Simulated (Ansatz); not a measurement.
Computed with Ansatz on PBE0-D4/def2-TZVP structures; ΔE is electronic, products minus reactants. CBS: MP2 limit from def2 TZ/QZ plus the TZ coupled-cluster correction, frozen cores. This one scheme is used for every species. Functionals use def2-TZVPP. Each species was taken in one conformer, which may not be the lowest.

`CO[SiH](F)OC` + HCl → `CO[SiH](Cl)OC` + H–F  (ligand exchange at the Si–F bond)

`CO[SiH](F)OC`:

Cartesian coordinates in Å:
```
C 0.786 2.121 0.266
O 0.111 0.896 0.454
Si -0.750 0.101 -0.669
F 0.135 0.029 -1.997
O -1.095 -1.373 -0.115
C -0.192 -2.283 0.480
H 0.079 2.940 0.095
H 1.478 2.069 -0.579
H 1.353 2.339 1.172
H -2.015 0.760 -1.025
H 0.495 -2.694 -0.266
H -0.772 -3.101 0.910
H 0.388 -1.803 1.273
```

HCl:

```xyz
2

Cl   -0.610    0.038   -0.187
H     0.610   -0.038    0.187
```

`CO[SiH](Cl)OC`:

Cartesian coordinates in Å:
```
C 2.149 -1.263 -0.887
O 1.279 -0.714 0.078
Si -0.031 0.178 -0.242
Cl -1.309 -0.845 -1.491
O -0.734 0.448 1.188
C -1.961 1.119 1.379
H 2.593 -0.484 -1.516
H 1.624 -1.978 -1.528
H 2.949 -1.782 -0.359
H 0.300 1.433 -0.952
H -2.140 1.188 2.452
H -1.933 2.132 0.963
H -2.786 0.569 0.916
```

H–F:

Z-matrix (Å, degrees):
```
F
H 1 0.920
```

```json
{"level": "r2SCAN-D4", "ΔE (kJ/mol)": "52.4"}
{"level": "B2PLYP", "ΔE (kJ/mol)": "58.0"}
{"level": "MP2/def2-TZVPP", "ΔE (kJ/mol)": "48.2"}
{"level": "SCS-MP2/def2-TZVPP", "ΔE (kJ/mol)": "55.0"}
```

(1) What does CCSD(T)/CBS give? (An estimate is asked.)

Largest T1 diagnostic among the species: 0.011.

## Answers

(1) The calculation gave: +50.2 kJ/mol. The listed levels differ from it by 2.2, 7.8, -2.0, 4.8 kJ/mol.

In def2-TZVPP, CCSD(T) changes the Hartree–Fock value by −13.6 kJ/mol (the triples alone add −3.1 kJ/mol) and MP2 by −20.3 kJ/mol. The D4 term adds −7.0 kJ/mol with B3LYP and −3.8 kJ/mol with PBE0; it sums over pairs of atoms, weighted by their polarisabilities, and B3LYP, whose exchange is more repulsive, gets the larger term.

B3LYP here is the variant with VWN-RPA as its local correlation; programs differ in this.
